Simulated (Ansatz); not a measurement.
An input meant for Ga4Sb4H14, a cluster cut from wurtzite GaSb (hydrogen-capped) (charge 0, singlet; atoms displaced at random, 0.15 Å in each coordinate; with a point charge).

```yaml
crystal:
  periodic: [false, false, false]
  atoms:
    - {symbol: Ga, position_ang: [-2.370288, -1.532039, -1.407411]}
    - {symbol: Sb, position_ang: [-1.941907, -1.178266, 1.138450]}
    - {symbol: Ga, position_ang: [2.271323, -1.184964, -1.592339]}
    - {symbol: Sb, position_ang: [-0.188262, -0.069581, -1.991723]}
    - {symbol: Sb, position_ang: [2.052154, -1.037089, 1.354982]}
    - {symbol: Ga, position_ang: [-0.198083, -0.105794, 2.240196]}
    - {symbol: Ga, position_ang: [-0.258724, 2.615960, -1.398642]}
    - {symbol: Sb, position_ang: [-2.221578, -2.961729, -1.506093]}
    - {symbol: H, position_ang: [-2.221578, -3.011729, -1.806093]}
    - {symbol: H, position_ang: [-3.697555, -0.631913, -1.996676]}
    - {symbol: H, position_ang: [-2.034373, -2.880110, 1.811791]}
    - {symbol: H, position_ang: [-3.287824, -0.722605, 1.877224]}
    - {symbol: H, position_ang: [2.021069, -2.842080, -1.830978]}
    - {symbol: H, position_ang: [3.342344, -0.656734, -1.709300]}
    - {symbol: H, position_ang: [-0.180421, 0.088484, -3.865022]}
    - {symbol: H, position_ang: [2.050046, -2.613710, 1.829042]}
    - {symbol: H, position_ang: [3.137058, -0.566445, 1.933718]}
    - {symbol: H, position_ang: [0.042462, -0.117123, 3.810263]}
    - {symbol: H, position_ang: [-1.349251, 3.326560, -1.700169]}
    - {symbol: H, position_ang: [1.281017, 3.204680, -1.824724]}
    - {symbol: H, position_ang: [-1.658340, 3.252620, 1.791880]}
    - {symbol: H, position_ang: [1.341931, 3.386604, 2.077243]}
basis:
  gaussian: {orbitals: def2-mTZVPP, point_charges: [{charge: -1.00, position_ang: [7.237, 0.969, 0.323]}]}
magnetization: {spin_polarized: true, initial_magnetization: 0}
hamiltonian: {xc: {name: CAM-B3LYP}}
scf: {lower_state_search: off}
```

```sh
$ ansatz run in.yaml --threads 2 --pin off --events-out ev --progress --plain --max-ram 20480MiB --backend cuda --devices 0, --max-vram 18GiB
```

Shortened log:

```
Functional definition: CAM-B3LYP
3641 factors; integrals over basis functions are off by at most 1.6e-3 eV
1004 factors; integrals over basis functions are off by at most 1.6e-5 eV
mean field evaluation 1: about -235403.0810 eV, gradient 4.0e1 eV
mean field evaluation 2: about -235337.5872 eV, gradient 8.3e1 eV
mean field evaluation 4: about -235407.9242 eV, gradient 1.1e1 eV
mean field evaluation 8: about -235410.2185 eV, gradient 3.3e0 eV
mean field evaluation 16: about -235410.6298 eV, gradient 2.4e-1 eV
mean field evaluation 32: about -235412.5259 eV, gradient 3.9e0 eV
mean field -235412.71235637 eV, -8651.2576106291 hartree, gradient 2.4e-6 eV, S^2 1.756274; 0 other end points of the search recorded, 0 dependent functions left out
reference -235412.71259924 eV, -8651.2576195544 hartree; 115, 115 occupied and 243, 243 virtual orbitals, 3641 factors
Total energy: -235412.71259924 eV, -8651.2576195544 hartree
Checks for a lower state left out: stability, starts, cluster_reference, orbital_swaps, neighbouring_geometries, increment
```

Something in this input is off. What?

One atom was put on top of another. The run converged. The result belongs to that input, not to the species as meant. The unrestricted singlet has broken spin symmetry (⟨S²⟩ up to 1.76).
